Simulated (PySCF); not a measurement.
This PySCF input asks for the NMR shieldings of `CC1=C[SiH2]CC=C[Si@H]1C#N`, C7H11NSi2; the geometry comes from GFN2-xTB.

```python
import basis_set_exchange as bse
import numpy as np
from pyscf import gto, dft
from pyscf.prop import nmr

atoms = """
C     2.694568    0.622037    0.025340
C     1.197529    0.518746    0.077932
C     0.429850    1.575875   -0.202359
Si   -1.440162    1.747274   -0.200978
C    -2.305965    0.253716    0.625130
C    -2.170630   -0.965359   -0.207047
C    -1.045751   -1.667161   -0.319885
Si    0.531131   -1.189629    0.569745
C     1.832021   -2.415378    0.011020
N     2.631523   -3.161207   -0.330999
H     3.016957    1.624612   -0.251197
H     3.095721   -0.088900   -0.696565
H     3.123299    0.370216    0.995220
H     0.943612    2.495646   -0.478380
H    -1.931616    1.880466   -1.579525
H    -1.797650    2.946671    0.572928
H    -1.848537    0.097039    1.602414
H    -3.356910    0.486723    0.787861
H    -3.050818   -1.254208   -0.770786
H    -1.036468   -2.540341   -0.959048
H     0.479376   -1.319896    2.038114
"""
names = dict.fromkeys(["C", "Si", "N", "H"], "pcSseg-1")
basis = {el: gto.basis.parse(bse.get_basis(n, elements=[el], fmt="nwchem")) for el, n in names.items()}
mol = gto.M(atom=atoms, basis=basis, charge=0, verbose=0)
mf = dft.RKS(mol, xc="PBE0")
mf.grids.level = 2
mf.grids.alignment = dft.numint.BLKSIZE   # the property module wants whole blocks of grid points
mf.conv_tol = 1e-9
mf.kernel()

calc = nmr.RKS(mf)   # GIAO
C = mf.mo_coeff
Co = C[:, mf.mo_occ > 0]
resp = mf.gen_response(singlet=True, hermi=2)
def vind(x):   # induced exchange potential for any number of trial vectors
    d = np.einsum("pi,xij,qj->xpq", C, 2 * x.reshape(-1, C.shape[1], Co.shape[1]), Co, optimize=True)
    return np.einsum("xpq,pi,qj->xij", resp(d - d.transpose(0, 2, 1)), C, Co, optimize=True).ravel()
mo1, _ = nmr.rhf.solve_mo1(calc, with_cphf=vind)
sigma = calc.kernel(mo1)
for i, s in enumerate(sigma):   # ppm
    w = np.linalg.eigvalsh((s + s.T) / 2)
    print("%2d %-2s iso %8.1f  s11 %8.1f  s22 %8.1f  s33 %8.1f" % (i, mol.atom_pure_symbol(i), w.mean(), *w))
```

Task: What does it print?

Result: 
```
 0 C  iso    151.9  s11    130.4  s22    143.5  s33    181.6
 1 C  iso     23.4  s11    -89.7  s22     -8.8  s33    168.6
 2 C  iso     41.7  s11    -62.4  s22     41.4  s33    146.2
 3 Si iso    415.8  s11    397.8  s22    409.5  s33    440.2
 4 C  iso    166.6  s11    150.0  s22    159.8  s33    190.1
 5 C  iso     24.3  s11   -103.5  s22     17.2  s33    159.3
 6 C  iso     60.9  s11    -47.4  s22     74.8  s33    155.2
 7 Si iso    411.2  s11    365.8  s22    418.2  s33    449.5
 8 C  iso     60.8  s11    -55.5  s22    -49.8  s33    287.8
 9 N  iso    -95.5  s11   -292.8  s22   -290.8  s33    297.2
10 H  iso     29.8  s11     26.3  s22     28.6  s33     34.4
11 H  iso     28.9  s11     24.5  s22     28.9  s33     33.2
12 H  iso     29.4  s11     25.9  s22     28.1  s33     34.1
13 H  iso     24.9  s11     23.2  s22     23.8  s33     27.7
14 H  iso     27.3  s11     24.3  s22     25.4  s33     32.3
15 H  iso     27.3  s11     23.9  s22     25.2  s33     32.8
16 H  iso     29.5  s11     26.2  s22     29.5  s33     32.8
17 H  iso     29.9  s11     25.4  s22     27.5  s33     36.7
18 H  iso     24.3  s11     22.1  s22     24.2  s33     26.7
19 H  iso     25.6  s11     23.4  s22     25.1  s33     28.3
20 H  iso     26.3  s11     23.2  s22     25.6  s33     30.3
```

These numbers come from an equivalent density-fitted implementation of the same equations, which agrees with the script to about 0.01 ppm for H and up to a few tenths of a ppm for heavy atoms, so last digits may differ.

Task: Turn these shieldings into chemical shifts. δ = σ(ref) − σ, references computed at the same level: TMS for ¹³C (186.93 ppm) and ²⁹Si (349.16 ppm) and ¹H (31.72 ppm); ¹⁵N (267.73 ppm) against NH3.

Result: Averaging equivalent atoms: C 1: 163.6; C 5: 162.6; C 2: 145.2; C 8: 126.1; C 6: 126.1; C 0: 35.1; C 4: 20.3; Si 7: -62.0; Si 3: -66.7; N 9: 363.2; H 18: 7.39; H 13: 6.82; H 19: 6.12; H 20: 5.37; H 14: 4.41; H 15: 4.39; H 10/11/12: 2.38; H 16: 2.23; H 17: 1.86 ppm. Experimental scales use liquid or dissolved standards, which lie at an offset from isolated NH3 (liquid NH3: subtract about 20 ppm). Unscaled 15N shifts of sp2 nitrogen come out 20 to 40 ppm too high even then.

Size and cost of the density-fitted run: 239 basis functions, 61 s wall time on 1 thread of an Arm Neoverse V1, shared host; peak memory 1.1 GiB.
